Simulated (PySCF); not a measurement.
# Working out the ionisation energy of Ir

Ir [Xe] 4f14 5d7 6s2 (4F) → Ir⁺ [Xe] 4f14 5d7 6s1 (5F). Computed with PySCF 2.14 in x2c-TZVPPall, with scalar relativity by spin-free X2C-1e. Frozen: [Xe] 4f14. Energies in hartree (1 hartree = 27.21139 eV):

| part | Ir (lower) | Ir⁺ (upper) |
| --- | --- | --- |
| UHF | -17823.950624 | -17823.691106 |
| CCSD correlation | -0.227342 | -0.171925 |
| (T) | -0.009710 | -0.005209 |

Question: What does Hartree-Fock give?

Answer: (-17823.691106) − (-17823.950624) = 0.259518 hartree = 7.062 eV.

Question: What do CCSD and CCSD(T) give?

Answer: The CCSD correlation energies differ by 0.055417 hartree = 1.508 eV and the triples by 0.004501 hartree = 0.122 eV, so CCSD gives 8.570 eV and CCSD(T) 8.692 eV.

Measured between the centres of the two terms (NIST): 8.926 eV, so CCSD(T) (valence) is off by -0.234 eV.

What remains against the reference includes basis incompleteness, the frozen core and higher excitations.
